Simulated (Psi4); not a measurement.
Pair of molecules, SMILES [AlH3] with SMILES [C-]#[O+] (the first has 4 atoms); geometry from GFN2-xTB, rigid monomers moved along the line of their centres of mass till Al1···O6 is 2.15 Å.
(charge 0, multiplicity 1):
```csv
atom,x (Å),y (Å),z (Å)
Al,0.0329,-0.0542,0.2932
H,1.4089,-0.8022,0.3037
H,-0.0054,1.4888,0.0310
H,-1.2952,-0.8813,0.2301
C,-0.0557,0.2612,3.5525
O,-0.0260,0.1546,2.4345
```

These are SAPT0/jun-cc-pV(D+d)Z run with Psi4 values and carry that method's errors.

Question: Which attractive term is largest, and how does the interaction split up?

Answer: electrostatics -13.27, exchange 22.80, induction -9.27, dispersion -3.85, total -3.58 kcal/mol; the largest attraction is electrostatics.
